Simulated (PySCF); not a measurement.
In(NCO)(OMe)2 (C3H6InNO3), SMILES [O](C)[In]([O]C)[N]=C=O. Geometry: B3LYP-D3(BJ)/def2-SVP. The def2 effective core potentials stand for the cores of In; spin–orbit coupling is left out. One conformer was computed; it need not be the lowest.

Computed equilibrium geometry at B3LYP-D3(BJ)/def2-SVP (PySCF confirms it by a frequency run) as a Z-matrix (one conformer of several):
```
In
O 1 1.9913
C 2 1.4120 1 122.90
H 3 1.1042 2 107.83 1 179.59
H 3 1.1069 4 107.42 2 122.24
H 3 1.1069 4 107.40 5 115.57
O 1 1.9927 2 124.34 3 -2.12
C 7 1.4124 1 122.15 2 174.69
H 8 1.1050 7 108.77 1 145.48
H 8 1.1066 9 107.49 7 123.75
H 8 1.1069 9 107.58 10 115.50
N 1 2.0423 2 119.04 3 -179.96
C 12 1.2104 1 142.12 2 -1.10
O 13 1.1736 1 159.83 2 -1.05
```
